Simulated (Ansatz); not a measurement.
Compare A (`COC(=O)[SiH3]`) with its isomer B (`O=CC[SiH2]O`).

Program: Ansatz. Geometries: PBE0-D4/def2-TZVP. ΔE: electronic, gas phase. CBS: MP2 limit from def2 TZ/QZ plus the TZ coupled-cluster correction, frozen cores. Functionals use def2-TZVPP. B3LYP here is the variant with VWN-RPA as its local correlation; programs differ in this. Each species was taken in one conformer, which may not be the lowest.

A:

Z-matrix (Å, degrees):
```
C
O 1 1.429
H 1 1.091 2 110.5
H 1 1.091 2 110.5 3 -120.5
H 1 1.087 2 105.8 3 119.8
C 2 1.340 1 115.5 3 60.4
Si 6 1.920 2 113.9 1 179.7
O 6 1.203 2 123.5 1 -0.1
H 7 1.482 6 111.7 2 2.9
H 7 1.483 6 106.8 2 -118.1
H 7 1.482 6 106.9 2 124.1
```

B:

```xyz
11

O    -0.909   -0.771    1.700
C    -0.288    0.239    1.463
C    -0.281    0.905    0.137
Si    0.582   -0.264   -1.086
O    -0.213   -1.695   -1.040
H     0.359    0.685    2.245
H    -1.306    0.993   -0.236
H     0.194    1.886    0.166
H     2.011   -0.396   -0.693
H     0.500    0.293   -2.457
H    -0.649   -1.875   -0.198
```

**Question.** Which isomer does CCSD(T)/CBS put lower? Give the gap. (Estimate.)

**Answer.** Computed: B, by 154.4 kJ/mol.

**Question.** Give E(B) − E(A) in kJ/mol with ωB97M-V, B3LYP-D4, MP2/def2-TZVPP, CCSD/def2-TZVPP, B2PLYP, B3LYP, HF/def2-TZVPP. (An estimate is asked.)

**Answer.** The calculation gave: ωB97M-V -149.2, B3LYP-D4 -141.0, MP2/def2-TZVPP -159.5, CCSD/def2-TZVPP -152.1, B2PLYP -144.8, B3LYP -137.4, HF/def2-TZVPP -148.0. None reverses the order clearly.

Largest T1 diagnostic: 0.016.

The D4 term adds −3.6 kJ/mol with B3LYP and −1.8 kJ/mol with PBE0; it sums over pairs of atoms, weighted by their polarisabilities, and B3LYP, whose exchange is more repulsive, gets the larger term. From PBE to PBE0 (25 % exact exchange), in def2-TZVPP and without D4, E(B) − E(A) moves by −11.7 kJ/mol.
